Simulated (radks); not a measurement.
Question: Spherical quantum dot in the effective-mass picture: electrons in a parabolic well V = omega^2 r^2 / 2 with omega = 0.323, with a point charge +1 (a donor) at the centre, all in effective atomic units (hartree* = m*/eps^2 hartree, bohr* = eps/m* bohr), one dielectric constant everywhere. Calculated with a radial shooting solver with Libxc functionals: non-relativistic Kohn-Sham, PBEsol, spin-polarised, spherical densities. Levels are named by radial order and angular momentum (1s, 1p, 1d, 2s, ...), and open shells are averaged over m. At N = 28 the configuration is 1s2 1p6 1d10 2s2 1f(up 7, down 1). Does electron 29 go into 2p up or 1f down or 2p down?

Answer: Into 1f down. The total energies of the other choices lie higher by 0.0210 hartree* (2p up), 0.0361 hartree* (2p down).
